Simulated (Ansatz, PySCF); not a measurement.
Breaking the B1–H3 bond in BFHI (SMILES FBI) (multiplicity 1 held, fragments rigid). Energies count from the point at 1.186 Å.
Geometry at that point (charge 0, multiplicity 1):
```
atom    x (Å)    y (Å)    z (Å)
----  -------  -------  -------
B     -0.2447  -1.3335   0.8064
F      0.7923  -1.7438   1.4967
H     -1.2601  -1.9458   0.8179
I     -0.0877   0.4586  -0.3457
```

Restricted levels (R-, RO-) in cc, def2 and unpolarised 6-31G sets keep to the state of the molecule at rest. U- levels take the lowest unrestricted solution at each point, which mixes spins at long bonds. Active spaces are followed from a long bond inwards. Levels need not reach the same state.

Correlated levels freeze the cores. Filled d and f shells under p-block atoms count as core. Rows in LANL2DZ carry no dispersion term and start afresh at each structure. LANL2DZ brings its own core potentials from Na on.

Codes used: Ansatz (Gaussian basis) for Hartree–Fock, density functionals and correlated methods; PySCF for LANL2DZ rows. Values without a source in brackets are computed. In def2 rows elements past Kr take small-core potentials, without spin–orbit coupling.

```csv
level,energy at R = 3.794 Å (kJ/mol)
R-HF/def2-TZVPP,735.2
R-r2SCAN/def2-TZVPP,564.2
U-r2SCAN/def2-TZVPP,427.0
U-B3LYP/LANL2DZ,451.6
U-wB97X-V/def2-TZVPP,452.1
R-MP2/def2-TZVPP,(withheld)
U-CCSD(T)/def2-TZVPP,448.0
"FIC-MRCISD on CASSCF(2,2)/def2-TZVPP",442.9
"FIC-MRCISD+Q on CASSCF(2,2)/def2-TZVPP",448.2
```

**Question.** What belongs in the gaps?

**Answer.** 
- R-MP2/def2-TZVPP, energy at R = 3.794 Å (kJ/mol): 585.4

Doubts at one or more of the structures used: a restricted determinant that unrestricted orbitals would lower (R-HF/def2-TZVPP, R-r2SCAN/def2-TZVPP, R-MP2/def2-TZVPP); a spin-contaminated determinant (U-r2SCAN/def2-TZVPP, U-B3LYP/LANL2DZ, U-wB97X-V/def2-TZVPP, U-CCSD(T)/def2-TZVPP).

Ansatz is a first-principles code.
